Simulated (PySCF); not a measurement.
hydronium (H3O), SMILES [OH3+], charge +1. Atoms are numbered in the order given.

```xyz
4

O      0.0000     0.0000     0.0742
H      0.8173     0.4719    -0.1977
H      0.0000    -0.9438    -0.1977
H     -0.8173     0.4719    -0.1977
```
Charge +1, spin multiplicity 1.

Geometry optimised at B3LYP-D3(BJ)/def2-TZVPD.

All values below come from PBE0/pcJ-2 (PySCF).

Isotropic couplings with Fermi-contact, spin-dipole and both spin-orbit terms, one fixed conformer, no vibrational averaging. Isotopes: 1H.

### Question
Estimate the spin–spin coupling constants. (An estimate is asked for; the answer gives what the named calculation found.)

### Answer

| pair | bonds apart | J (Hz) |
|---|---|---|
| H2–H3 | 2 | -3.3 |
| H2–H4 | 2 | -3.3 |
| H3–H4 | 2 | -3.3 |
